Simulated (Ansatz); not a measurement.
Total energies of Cl2FHSZr (`[F][Zr]([SH])([Cl])[Cl]`).

Cartesian coordinates in Å:
```
F 0.340 0.433 1.848
Zr -0.369 0.294 0.112
S 1.105 -1.165 -1.138
Cl -0.449 2.374 -0.931
Cl -2.506 -0.630 0.152
H 1.879 -1.307 -0.042
```

Charge 0, multiplicity 1. Correlated methods include outer-core shells of Zr, which these sets cover unevenly. Zr takes the def2 core potential. Geometry: relaxed with PBE0-D4/def2-TZVP. It is one conformer, not always the lowest. Basis def2-TZVPP, Ansatz.

RPA on PBE orbitals: Hartree–Fock energy of these orbitals -1463.39262 Eh, correlation -1.80034 Eh (frozen core).

| functional | kind | energy without D4 (Eh) | D4 term (kJ/mol) |
| --- | --- | --- | --- |
| LDA (SPW92) | LDA | -1461.40060 | – |
| PBE | GGA | -1465.85915 | -19.9 |
| revPBE | GGA | -1466.24728 | -41.4 |
| BLYP | GGA | -1466.44490 | -40.2 |
| r2SCAN | meta-GGA | -1466.38695 | -4.7 |
| B97M-V | meta-GGA with VV10 | -1466.12534 | – |
| PBE0 | global hybrid, 25 % exact exchange | -1465.93355 | -17.5 |
| B3LYP | global hybrid, 20 % | -1466.54655 | -32.4 |
| r2SCANh | meta-GGA hybrid, 10 % | -1466.35845 | -5.3 |
| HSE06 (plane-wave form) | screened hybrid | -1465.90593 | -16.8 |
| BHLYP | global hybrid, 50 % | -1466.35020 | -31.7 |
| CAM-B3LYP | range-separated hybrid | -1466.45792 | -18.6 |
| LC-ωPBE | long-range corrected hybrid | -1466.07095 | – |
| ωB97M-V | range-separated hybrid meta-GGA with VV10 | -1466.30866 | – |

(1) Give the same for r2SCAN0, ωB97X-V, B2PLYP, PBE-QIDH. (Best estimate.)

B3LYP takes the VWN-RPA correlation (the form of Gaussian; ORCA's B3LYP/G). HSE06 is the plane-wave form, built on full-range PBE exchange. The double hybrids freeze the cores in their second-order part.

## Answers

(1) Ansatz gave: 
```tsv
functional	kind	energy without D4 (Eh)	D4 term (kJ/mol)
r2SCAN0	meta-GGA hybrid, 25 %	-1466.31759	-5.9
ωB97X-V	range-separated hybrid GGA with VV10	-1466.21792	–
B2PLYP	double hybrid	-1465.96384	–
PBE-QIDH	double hybrid	-1465.61305	–
```

LC-ωPBE has ω = 0.4 bohr⁻¹.
